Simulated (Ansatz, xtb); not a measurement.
## Ligand exchange: CH2BrF + SnH3F → CH2F2 + SnH3Br

Gas-phase species: CH2BrF (bromofluoromethane) `FCBr`, singlet; SnH3F `[F][SnH3]`, singlet; CH2F2 (difluoromethane) `FCF`, singlet; SnH3Br `[Br][SnH3]`, singlet. The partners trade Br for F: C–Br and Sn–F bonds give way to C–F and Sn–Br.

Shapes, held fixed at every level: PBE0-D4/def2-TZVP. Programs: Ansatz 0.2.0, xtb 6.7.1. The zero-point and thermal change to 298 K, harmonic and unscaled (PBE0-D4/def2-TZVP), is +3.7 kJ/mol.

```csv
level,kind,ΔH(298 K) (kJ/mol),less CCSD(T)/def2-TZVPP
GFN0-xTB,semi-empirical,-111.6,-58.7
HF/def2-TZVPP,Hartree–Fock,-75.4,-22.5
BHLYP-D4/def2-TZVPP,global hybrid,-62.8,-9.9
PBE0-D4/def2-TZVPP,global hybrid,-57.6,-4.7
wB97X-V/def2-TZVPP,range-separated hybrid,-52.6,+0.3
MP2/def2-TZVPP,perturbation theory,-51.3,+1.6
CCSD(T)/def2-SVP,coupled cluster or CI,-75.2,-22.3
CCSD/def2-SVP,coupled cluster or CI,-77.4,-24.5
CCSD(T)/def2-TZVPP,coupled cluster or CI,-52.9,0.0
```

The highest level, CCSD(T)/def2-TZVPP, gives ΔH(298 K) = -52.9 kJ/mol; the levels span -111.6 to -51.3. GFN0-xTB strays far from the other rows. The column of differences is taken from that level and isn't an error. No measured value is set beside it here. For atoms past krypton def2 sets carry core potentials with scalar relativity. Relativity is left out for Br. Outer-core shells of Br, Sn are correlated, in sets that cover them unevenly.
